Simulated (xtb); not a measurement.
Sb(Cl)(OH)2 (ClH2O2Sb), SMILES [OH][Sb]([OH])[Cl]. All values are semi-empirical tight-binding results from xtb (GFN2-xTB unless named), good for trends rather than for accurate numbers. Coordinates come from a GFN2-xTB optimisation. Other conformers were not sampled.

Optimised geometry:

```xyz
6

Sb    -0.1006    -0.2479     0.4609
Cl     1.0652     1.4961    -0.6284
O      0.2535    -1.5122    -0.9910
H      1.1532    -1.8319    -1.0110
O     -1.7973     0.1549    -0.3291
H     -1.7821    -0.0991    -1.2545
```

For metal compounds this method's bond lengths and energies can be far off.

Question: Estimate the properties. (Estimate from the structure and the level; the computed values follow.)

Answer: 
```
Item                                          Result
-------------------------------------  -------------
orbital gap                                  5.00 eV
zero-point energy                      16.1 kcal/mol
G − E(el) at 298.15 K (modified RRHO)  -3.8 kcal/mol
```

Computed atomic charges and the Wiberg bond orders between heavy atoms:
charges (e) Sb1 0.51, Cl2 -0.19, O3 -0.50, H4 0.31, O5 -0.48, H6 0.34. Bond orders Sb1–Cl2 1.17, Sb1–O3 1.15, Sb1–O5 1.20.
